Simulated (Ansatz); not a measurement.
**How methods differ on C2H4ClSi (SMILES C=C[SiH]Cl)**

The species is C2H4ClSi (8 atoms), meant as a doublet with charge 0. As SMILES, `C=C[SiH]Cl`. The shape was relaxed beforehand at B3LYP/def2-SVP.

```xyz
8

C     0.6609    1.0501   -0.6639
C     0.6159   -0.0624    0.0920
Si   -0.9238   -0.6470    0.9513
Cl   -1.0201   -2.7349    0.9893
H    -0.2342    1.6457   -0.8792
H     1.5954    1.4121   -1.1073
H     1.5476   -0.6121    0.2794
H    -2.1493   -0.1087    0.2824
```

Quantity: the dissociation energy of the Si3–C2 bond into singlet SiHCl and doublet C2H3 (shapes relaxed at B3LYP/def2-SVP, no zero-point term), in eV. The values are calculated.

| level | kind | program | value (eV) | less CCSD(T)/def2-SVP |
| --- | --- | --- | --- | --- |
| UBLYP/def2-SVP | GGA | Ansatz | 2.76 | -0.12 |
| UPBE/def2-SVP | GGA | Ansatz | 3.09 | +0.21 |
| U-r2SCAN/def2-SVP | meta-GGA | Ansatz | 3.20 | +0.32 |
| UB3LYP/def2-SVP | global hybrid | Ansatz | 2.88 | 0.00 |
| UPBE0-D4/def2-SVP | global hybrid | Ansatz | 3.24 | +0.36 |
| U-wB97M-V/def2-SVP | range-separated hybrid | Ansatz | 3.01 | +0.13 |
| RPA@PBE/def2-SVP | RPA | Ansatz | 2.73 | -0.15 |
| UCCSD(T)/def2-SVP | coupled cluster or CI | Ansatz | 2.88 | 0.00 |

Differences are taken from UCCSD(T)/def2-SVP for orientation; it has basis-set and higher-order errors of its own. Correlated wave functions underbind in double-zeta sets. The values span 2.73 to 3.24 eV. Spin contamination of the reference (⟨S²⟩ at least 0.1 too high) touches UCCSD(T)/def2-SVP (up to 0.22 too high). A fragment with an even electron count was run as a singlet and may have a lower triplet. Measured bond enthalpies also hold zero-point and thermal terms, a few tenths of an eV less.
